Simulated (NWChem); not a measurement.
Species: BeClF; SMILES [Cl][Be][F]

All runs: NWChem. Pople sets run with spherical d functions. Each level has its own optimisation; frequencies are unscaled.

```tsv
level	r Be–F (Å)	r Be–Cl (Å)	highest harmonic frequency (cm⁻¹)	lowest (cm⁻¹)	zero-point energy (kcal/mol)	dipole (D)
PBE/def2-SVP	1.395	1.813	1421	276	3.5	0.23
LDA (Slater exchange, VWN5)/def2-SVP	1.381	1.796	1461	280	3.6	0.28
B3LYP/def2-TZVP	1.375	1.809	1397	298	3.6	0.24
Hartree-Fock/STO-3G	1.305	1.805	1687	265	4.0	1.65
B3LYP/6-31G*	1.375	1.808	1447	278	3.6	0.24
```
